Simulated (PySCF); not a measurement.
AlBFH2, CH7NOSi, BH2O2, B3H6N and others (calculated)

All values are calculated (PySCF 2.14.0). Calculation on a computer-drawn molecule: optimised geometry and harmonic frequencies of an isolated molecule of the commonest isotopes, restricted reference for singlets and unrestricted otherwise, frozen core in MP2.

(1) AlBFH2

Start structure:
```xyz
5
AlBFH2
B     -2.4605    -0.3918     3.1692
Al    -1.3376    -1.8899     2.0990
F      0.3203    -1.8024     1.9861
H     -2.9435     0.5442     2.5910
H     -2.7681    -0.5586     4.3187
```

Here we set charge 0, multiplicity 2, method MP2 and basis cc-pV(D+d)Z.

Results for AlBFH2: rotational constants 42.19, 5.082, 4.719 GHz; total energy -367.5287 hartree; spin squared 0.809; convergence status largest gradient component 4.249e-05 hartree/bohr.

Drawn bonds:
```tsv
atom	other atom	order
1	2	1
2	3	1
1	4	1
1	5	1
```

Optimised structure:
```xyz
5
AlBFH2
B     -2.4513    -0.3589     3.1897
Al    -1.3030    -1.8166     2.1428
F      0.3623    -1.8864     1.9274
H     -2.9865     0.5374     2.5813
H     -2.8110    -0.5739     4.3229
```

Modes:
```tsv
frequency (cm⁻¹)	reduced mass (dalton)
107	5.729
192	1.143
488.4	4.771
490.5	1.197
808.6	2.82
836.7	2.445
1134	1.139
2613	1.05
2709	1.125
```

(2) CH7NOSi

Start structure:
```xyz
11
CH7NOSi
N      1.0026     0.1672    -0.6498
Si     0.2845    -0.7171     0.6176
C      1.2769    -0.1774     2.2552
O      1.6769     1.1444     2.1397
H      0.6707    -0.0558    -1.6303
H      1.9245     0.4268    -0.6029
H     -1.1892    -0.2512     0.7868
H      0.2547    -2.1607     0.6052
H      0.6818    -0.3172     3.1335
H      2.2156    -0.7174     2.3279
H      0.9379     1.7568     1.9881
```

It was run with charge 0, multiplicity 1, method HF and basis cc-pV(D+d)Z.

The calculation gives: rotational constants 10.36, 3.493, 2.963 GHz; total energy -460.2107 hartree; convergence status largest gradient component 2.058e-05 hartree/bohr.

Drawn bonds:
```tsv
atom	other atom	order
1	2	1
2	3	1
3	4	1
1	5	1
1	6	1
2	7	1
2	8	1
3	9	1
3	10	1
4	11	1
```

Optimised structure:
```xyz
11
CH7NOSi
N      1.0937     0.0283    -0.7594
Si     0.3342    -0.5871     0.6553
C      1.3002    -0.0943     2.2055
O      1.4495     1.2977     2.3890
H      0.5888     0.0373    -1.6258
H      2.0653    -0.1548    -0.9278
H     -1.0267     0.0050     0.7029
H      0.1853    -2.0683     0.7081
H      0.8378    -0.5655     3.0844
H      2.3112    -0.5073     2.1501
H      0.5975     1.7073     2.3887
```

Modes:
```tsv
frequency (cm⁻¹)	reduced mass (dalton)
76.69	2.099
162.4	1.316
201.3	2.323
285.2	1.128
333.2	2.053
411.8	1.244
598.5	1.961
694	1.585
718.7	1.327
844.4	1.249
862.4	2.984
938	1.511
1025	1.303
1052	1.085
1163	5.468
1244	1.053
1405	1.282
1499	1.247
1575	1.069
1695	1.11
2255	1.045
2289	1.034
3129	1.07
3211	1.092
3772	1.051
3862	1.095
4148	1.067
```

(3) BH2O2

Start structure:
```xyz
5
BH2O2
O      0.5760    -0.8394    -1.2635
B      0.2709    -1.2036    -0.1802
O      0.7666    -2.3486     0.6116
H     -0.6677    -0.7048     0.6117
H      1.4336    -2.7035    -0.0158
```

Settings of this run: charge -1, multiplicity 1, method HF and basis aug-cc-pVDZ.

It finds rotational constants 69.17, 10.62, 9.204 GHz; total energy -175.6942 hartree; convergence status largest gradient component 1.158e-05 hartree/bohr.

Drawn bonds:
```tsv
atom	other atom	order
1	2	1
2	3	1
2	4	1
3	5	1
```

Optimised structure:
```xyz
5
BH2O2
O      0.5883    -0.8332    -1.2835
B      0.2247    -1.2183    -0.1200
O      0.7820    -2.3485     0.5779
H     -0.6518    -0.6950     0.5916
H      1.4362    -2.7050    -0.0022
```

Modes:
```tsv
frequency (cm⁻¹)	reduced mass (dalton)
525.9	3.545
614.7	1.173
966.5	4.548
977.8	1.759
1144	1.412
1194	1.227
1607	7.249
2337	1.082
4149	1.065
```

(4) B3H6N

Start structure:
```xyz
10
B3H6N
B     -1.1917     1.4694    -1.7578
N     -0.6138     0.2023    -1.6518
B     -0.7095    -0.5972    -2.8177
B     -0.0092    -0.2370    -0.4601
H     -1.1584     2.2281    -0.7700
H     -1.7410     1.8646    -2.7386
H     -1.1900    -0.2897    -3.8016
H     -0.1582    -1.6661    -2.7640
H      0.5248    -1.3211    -0.4585
H      0.0389     0.4657     0.4199
```

It was run with charge 0, multiplicity 1, method HF and basis cc-pVDZ.

It finds rotational constants 10.06, 10.06, 5.03 GHz; total energy -132.0651 hartree; convergence status largest gradient component 4.882e-05 hartree/bohr.

Drawn bonds:
```tsv
atom	other atom	order
1	2	1
2	3	1
2	4	1
1	5	1
1	6	1
3	7	1
3	8	1
4	9	1
4	10	1
```

Optimised structure:
```xyz
10
B3H6N
B     -1.2194     1.5247    -1.7332
N     -0.6207     0.2120    -1.6801
B     -0.6670    -0.6499    -2.8374
B      0.0241    -0.2389    -0.4696
H     -1.1764     2.2349    -0.7704
H     -1.7536     1.8923    -2.7395
H     -1.2057    -0.2712    -3.8373
H     -0.1666    -1.7365    -2.7878
H      0.5196    -1.3282    -0.4323
H      0.0577     0.4798     0.4873
```

Modes:
```tsv
frequency (cm⁻¹)	reduced mass (dalton)
293.7	1.043
293.9	1.043
332.7	3.539
416.5	1.008
438.1	2.288
438.1	2.289
913.2	3.109
951.7	1.226
1011	1.475
1011	1.475
1114	1.348
1114	1.348
1139	1.463
1299	1.292
1299	1.292
1392	1.236
1414	3.26
1414	3.26
2681	1.049
2681	1.049
2716	1.058
2755	1.13
2774	1.131
2774	1.131
```

(5) AlBH3NO

Start structure:
```xyz
7
AlBH3NO
N     -0.0147     0.4066     1.2961
B      0.2288     0.1027    -0.0304
Al     0.6905     1.6251    -1.4819
O      1.0274     2.7498    -2.5335
H      0.0011     1.3260     1.6859
H     -0.2294    -0.3013     1.9707
H      0.1790    -1.0460    -0.3728
```

It was run with charge 0, multiplicity 1, method MP2 and basis cc-pV(D+d)Z.

The calculation gives: rotational constants 39.37, 2.349, 2.217 GHz; total energy -398.1929 hartree; convergence status largest gradient component 3.879e-05 hartree/bohr.

Drawn bonds:
```tsv
atom	other atom	order
1	2	1
2	3	1
3	4	2
1	5	1
1	6	1
2	7	1
```

Optimised structure:
```xyz
7
AlBH3NO
N     -0.0146     0.4060     1.2951
B      0.2295     0.0899    -0.0402
Al     0.6882     1.6103    -1.4780
O      1.0353     2.7933    -2.5496
H      0.0038     1.3436     1.6817
H     -0.2332    -0.3079     1.9856
H      0.1736    -1.0724    -0.3604
```

Modes:
```tsv
frequency (cm⁻¹)	reduced mass (dalton)
105.8	6.757
149.3	5.023
284.3	5.82
493	3.974
508.7	1.52
651.8	1.265
888.5	1.087
939.6	1.108
1034	15.61
1144	1.399
1350	3.697
1637	1.252
2656	1.095
3604	1.052
3721	1.098
```

(6) CH4BNO

Start structure:
```xyz
8
CH4BNO
N     -0.3563     1.6610    -0.7058
C     -0.2598     0.2477    -0.8901
B     -0.0827    -0.6883     0.0576
O      0.1261    -1.6321     0.9806
H     -0.3806     1.9211     0.2707
H     -1.2382     2.0836    -1.1761
H     -0.3377    -0.0410    -1.9468
H      1.1091    -1.7957     1.2539
```

Settings of this run: charge 0, multiplicity 1, method HF and basis cc-pVDZ.

The calculation gives: rotational constants 46.4, 3.736, 3.531 GHz; total energy -194.1749 hartree; convergence status largest gradient component 2.11e-05 hartree/bohr.

Drawn bonds:
```tsv
atom	other atom	order
1	2	1
2	3	2
3	4	1
1	5	1
1	6	1
2	7	1
4	8	1
```

Optimised structure:
```xyz
8
CH4BNO
N     -0.4121     1.7012    -0.7717
C     -0.2478     0.2788    -0.9016
B     -0.0966    -0.6998     0.0772
O      0.1054    -1.6495     0.9685
H     -0.2389     2.0032     0.1703
H     -1.3614     1.9638    -0.9817
H     -0.1826    -0.0712    -1.9293
H      1.0138    -1.7702     1.2122
```

Modes:
```tsv
frequency (cm⁻¹)	reduced mass (dalton)
151.6	1.559
208.5	2.253
359.6	3.438
538.3	1.317
619.3	5.606
749	1.243
875.2	4.766
985.3	1.381
1125	1.232
1219	1.524
1259	1.957
1444	1.427
1781	1.095
1908	8.775
3284	1.084
3703	1.054
3793	1.09
4116	1.066
```

(7) Al2ClHO

Start structure:
```xyz
5
Al2ClHO
O     -0.2412    -2.9926    -2.8096
Al    -1.0604    -1.7562    -2.2821
Al    -2.4210     0.2931    -1.4745
Cl    -2.5263     0.5720     0.6102
H     -3.1476     1.3056    -2.4198
```

It was run with charge 0, multiplicity 1, method MP2 and basis cc-pV(D+d)Z.

It finds rotational constants 11.92, 1.15, 1.049 GHz; total energy -1019.2957 hartree; convergence status largest gradient component 9.55e-06 hartree/bohr.

Drawn bonds:
```tsv
atom	other atom	order
1	2	2
2	3	1
3	4	1
3	5	1
```

Optimised structure:
```xyz
5
Al2ClHO
O     -0.2177    -3.0282    -2.8274
Al    -1.0680    -1.7448    -2.2781
Al    -2.4238     0.2973    -1.4686
Cl    -2.5343     0.5840     0.6136
H     -3.1528     1.3136    -2.4153
```

Modes:
```tsv
frequency (cm⁻¹)	reduced mass (dalton)
76.59	17.68
120.2	10.73
159.3	22.9
319.4	12.98
420.7	1.248
542.8	9.321
641.7	1.151
1020	19.16
2010	1.044
```

(8) CHAlBF

Start structure:
```xyz
5
CHAlBF
F     -2.5146    -1.5437    -0.6812
B     -1.4649    -1.4417     0.0735
C     -0.5043    -1.4838     1.1419
Al    -0.6205    -2.6391     2.7891
H      0.4497    -0.9778     1.1033
```

Here we set charge 0, multiplicity 1, method HF and basis cc-pV(D+d)Z.

The calculation gives: rotational constants 29.52, 2.617, 2.403 GHz; total energy -404.4884 hartree; convergence status largest gradient component 7.702e-06 hartree/bohr.

Drawn bonds:
```tsv
atom	other atom	order
1	2	1
2	3	2
3	4	1
3	5	1
```

Optimised structure:
```xyz
5
CHAlBF
F     -2.4499    -1.5229    -0.6639
B     -1.4704    -1.4789     0.1666
C     -0.4921    -1.5218     1.1355
Al    -0.6645    -2.6238     2.7491
H      0.4224    -0.9386     1.0393
```

Modes:
```tsv
frequency (cm⁻¹)	reduced mass (dalton)
99.26	13.61
372.5	1.323
470	8.665
471.8	7.235
589.8	2.621
829.1	1.639
1035	12.22
1828	9.981
3302	1.09
```

(9) BH3N

Start structure:
```xyz
5
BH3N
B     -0.1584     0.5136     1.8779
N     -0.0751     1.8891     1.8093
H     -0.9122    -0.1486     1.2202
H     -0.6437     2.4435     1.1988
H      0.5586     2.4269     2.3640
```

Settings of this run: charge 0, multiplicity 2, method MP2 and basis cc-pVDZ.

It finds rotational constants 222.3, 29.96, 26.4 GHz; total energy -81.0986 hartree; spin squared 0.7567; convergence status largest gradient component 1.291e-05 hartree/bohr.

Drawn bonds:
```tsv
atom	other atom	order
1	2	1
1	3	1
2	4	1
2	5	1
```

Optimised structure:
```xyz
5
BH3N
B     -0.1575     0.5054     1.8796
N     -0.0742     1.8891     1.8101
H     -0.9163    -0.1577     1.2173
H     -0.6515     2.4527     1.1903
H      0.5687     2.4350     2.3730
```

Modes:
```tsv
frequency (cm⁻¹)	reduced mass (dalton)
565.5	1.296
756.2	1.05
865.8	1.106
1081	1.425
1333	3.619
1607	1.261
2671	1.101
3594	1.052
3719	1.095
```

(10) H3NOSi

Start structure:
```xyz
6
H3NOSi
N      0.3234     3.5936     0.0319
Si    -0.2846     2.4218    -0.7876
O     -0.0975     0.8078    -0.7181
H      0.9710     3.6200     0.7916
H     -1.2289     2.6597    -1.8699
H      0.4847     0.4338    -0.0719
```

It was run with charge 0, multiplicity 1, method MP2 and basis cc-pV(D+d)Z.

It finds rotational constants 43.48, 6.83, 5.903 GHz; total energy -420.4647 hartree; convergence status largest gradient component 5.082e-06 hartree/bohr.

Drawn bonds:
```tsv
atom	other atom	order
1	2	2
2	3	1
1	4	1
2	5	1
3	6	1
```

Optimised structure:
```xyz
6
H3NOSi
N      0.3126     3.6599     0.0254
Si    -0.2780     2.4153    -0.7805
O     -0.1119     0.7674    -0.7387
H      0.9774     3.5950     0.7968
H     -1.2262     2.6630    -1.8665
H      0.4942     0.4361    -0.0605
```

Modes:
```tsv
frequency (cm⁻¹)	reduced mass (dalton)
320.8	3.498
391	1.621
457.8	1.274
608	1.317
724.4	1.061
791.1	2.179
889.3	1.909
944.2	1.089
1176	7.611
2393	1.043
3635	1.079
3870	1.066
```
